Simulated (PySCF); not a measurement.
# Spin-rotation constants: `C=C1CCCC1(F)F`, C₆H₈F₂

Cartesian coordinates in Å; atom numbers follow the order of the lines, from 1:
```xyz
16

C     2.1097   -0.7430   -0.2533
C     0.8550   -0.3424   -0.1601
C    -0.3971   -1.1495   -0.3568
C    -1.4898   -0.3290    0.3353
C    -1.0674    1.1206    0.0958
C     0.4546    1.0743    0.1956
F     1.0543    2.0003   -0.6097
F     0.8796    1.4017    1.4563
H     2.9285   -0.0637   -0.0901
H     2.3589   -1.7610   -0.4986
H    -0.3007   -2.1554    0.0486
H    -0.6064   -1.2329   -1.4267
H    -2.4831   -0.5381   -0.0566
H    -1.4875   -0.5379    1.4060
H    -1.4883    1.8202    0.8156
H    -1.3278    1.4447   -0.9126
```

Computed with GIAO HF/pcSseg-1 magnetisability, rotational g tensor and spin-rotation constants, non-relativistic, gas phase (PySCF). Geometry: GFN2-xTB.

Q: Give the nuclear spin-rotation constants along the inertial axes (H = +C I·J) beside the isotropic shieldings.

A: Rotational constants 2.6348, 2.2332, 1.5936 GHz. A star marks the isotopologue with that one atom substituted, in its own axes.
```csv
atom,isotope,Caa (kHz),Cbb (kHz),Ccc (kHz),mean (kHz),σ (ppm)
F7,19F,1.667,3.045,0.815,1.842,325.9
F8,19F,1.724,2.702,1.209,1.878,319.2
H9,1H,0.247,-0.221,-0.183,-0.052,25.9
H10,1H,-0.120,0.080,-0.186,-0.075,26.2
H11,1H,-0.131,-0.143,-0.112,-0.129,29.6
H12,1H,-0.248,-0.239,0.025,-0.154,29.7
H13,1H,-0.056,-0.185,-0.149,-0.130,30.4
H14,1H,-0.285,-0.248,0.036,-0.166,30.4
H15,1H,-0.285,0.021,-0.141,-0.135,29.7
H16,1H,-0.320,-0.224,0.040,-0.168,30.2
C1,13C*,1.137,0.732,0.182,0.684,68.5
C2,13C*,1.314,0.789,0.250,0.784,40.8
C3,13C*,0.367,0.314,0.259,0.313,164.0
C4,13C*,0.354,0.280,0.237,0.290,171.4
C5,13C*,0.394,0.352,0.275,0.340,156.1
C6,13C*,0.771,0.590,0.442,0.601,76.2
```
For the geometry as given, no vibrational averaging.

Q: How do the rotational constants and the g tensor change when H9, H10, H11, H12, H13, H14, H15, H16 are replaced by deuterium?

A: Constants 2.2529, 1.9855, 1.3768 GHz; g -0.0143, -0.0186, -0.0022, against -0.0166, -0.0205, -0.0023 before.
